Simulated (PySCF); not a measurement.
A structure optimised at PBE-D3(BJ)/def2-SVP, used in a PySCF frequency run:

```xyz
12

C     -0.7680    -2.4556     0.0000
C      0.1764    -1.5355     0.0000
C      1.1381    -0.6177     0.0000
N      0.9562     0.7706     0.0000
Si    -0.6061     1.5802     0.0000
H     -1.1890    -2.8656    -0.9385
H     -1.1890    -2.8656     0.9385
H      2.1907    -0.9558     0.0000
H      1.8143     1.3204     0.0000
H     -1.4163     1.2277     1.2182
H     -0.2824     3.0472     0.0000
H     -1.4163     1.2277    -1.2182
```
Charge 0, spin multiplicity 1.

Write its SMILES, formula and point group.

C=C=CN[SiH3], C3H7NSi, Cs

What are its rotational constants (standard atomic weights)?

7.6618, 2.2948, 1.8268 GHz
